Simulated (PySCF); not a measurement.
Two species compared at the same levels of theory.

First species: 2-chloro-6-fluoropyridine, C5H3ClFN.
Cartesian coordinates in Å at the GFN2-xTB level; atoms count from 1:
```
atom  x, y, z in Å
F1    -1.8291   -2.0652   -0.1815
C2    -0.9132   -1.0985   -0.0959
C3    -1.3202    0.2249   -0.0219
C4    -0.3190    1.1798    0.0651
C5     1.0091    0.7839    0.0737
C6     1.2750   -0.5773   -0.0065
Cl7    2.8898   -1.1472   -0.0021
N8     0.3365   -1.4997   -0.0898
H9    -2.3665    0.4793   -0.0326
H10   -0.5716    2.2273    0.1259
H11    1.8145    1.4954    0.1398
```

Second species: C₆H₆F₄O.
SMILES: `C/C(C(=O)F)=C(\C)C(F)(F)F`

Levels: PBE0/pcSseg-1 for dipole moment, HOMO energy, LUMO energy and HOMO–LUMO gap; GFN2-xTB for rotational constant A and rotational constant C. Geometries: GFN2-xTB. All species are isolated and taken at one optimised geometry, non-relativistic unless stated; the electronic structure was computed with PySCF and density fitting.

Dipoles, sizes and rotational constants follow the conformer. The torsions of the flexible species, by atom-mapped SMILES:
- `[CH3:1]/[C:2]([C:3](=[O:4])[F:5])=[C:6](\[CH3:7])[C:8]([F:9])([F:10])[F:11]`: C1–C2–C3–O4 37°, C2–C6–C8–F9 151°

```csv
property,column X,column Y
dipole moment,4.62 D,3.78 D
HOMO energy,-8.40 eV,-7.70 eV
LUMO energy,-2.12 eV,-1.40 eV
HOMO–LUMO gap,6.28 eV,6.30 eV
rotational constant A,1.572 GHz,3.414 GHz
rotational constant C,0.713 GHz,0.928 GHz
```

Problem. Which column belongs to which species?

Solution. Column X is the second species and column Y the first. The first has 11 atoms and 66 electrons, the second 17 and 86.

Problem. How does each property change from the first species to the second?

Solution. dipole moment +0.84 D; HOMO energy -0.70 eV; LUMO energy -0.72 eV; HOMO–LUMO gap -0.02 eV; rotational constant A -1.842 GHz; rotational constant C -0.215 GHz.

On the first: A dipole of 3.78 D is allowed in Cs, and pure rotational transitions are dipole-allowed. In atomic units the dipole is 1.49 e·bohr (1 au = 2.5417 D).

On the second: The dipole matches unit charges of opposite sign 0.96 Å apart (1 e·Å = 4.8032 D). A dipole of 4.62 D is allowed in C1, and pure rotational transitions are dipole-allowed.
